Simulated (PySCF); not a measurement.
[Tl(SH)2]+ at several levels of theory

Computed with PySCF 2.14.0 (density fitting, no spin-orbit coupling) at the geometry relaxed with PBE:

```xyz
5
[Tl(SH)2]+ (singlet)
Tl   -0.2446    0.0000    0.0000
S    -0.3079    0.0775    2.4133
H     0.6717    1.0367    2.4464
S    -0.3079   -0.0775   -2.4133
H     0.6717   -1.0367   -2.4464
```

```
 level                                           basis    state  HOMO (eV)  gap (eV)  charge on Tl1 (e)  dipole about the centre of mass (D)  largest force component (eV/Å)
   PBE  Tl def2-SVP with ECP60, S def2-SVP, H def2-SVP  singlet     -11.81      2.38               0.57                                 1.50                            0.00
revPBE                                        the same  singlet     -11.77      2.41               0.59                                 1.49                            0.15
    HF                                        the same  singlet     -15.79     10.70               0.79                                 1.63                            0.68
 B3LYP                                        the same  singlet     -12.74      3.94               0.60                                 1.48                            0.19
  BLYP                                        the same  singlet     -11.60      2.34               0.54                                 1.41                            0.36
   PBE       Tl x2c-SVPall, S x2c-SVPall, H x2c-SVPall  singlet     -11.78      2.37               0.66                                 1.49                            0.29
```

Charges are Mulliken's, which hang on the basis. The relaxation used the grid (50, 194), these runs (75, 302) or, all-electron (x2c bases, spin-free X2C Hamiltonian), (99, 590).

**Question.** What does PBE with Tl def2-TZVP with ECP60, S def2-TZVP, H def2-TZVP give here?

**Answer.** state singlet, HOMO (eV) -11.79, gap (eV) 2.47, charge on Tl1 (e) 0.81, dipole about the centre of mass (D) 1.24, largest force component (eV/Å) 0.51. Time: 7.3 s on 2 threads of AMD EPYC 7B13 (Zen 3), on a shared host, from free ions and atoms.

In the first row's basis the gap widens with exact exchange: 2.3 to 2.4 eV for BLYP, PBE, revPBE (none); 3.9 eV for B3LYP (a fixed share); 10.7 eV for Hartree–Fock (rising or full at long range).
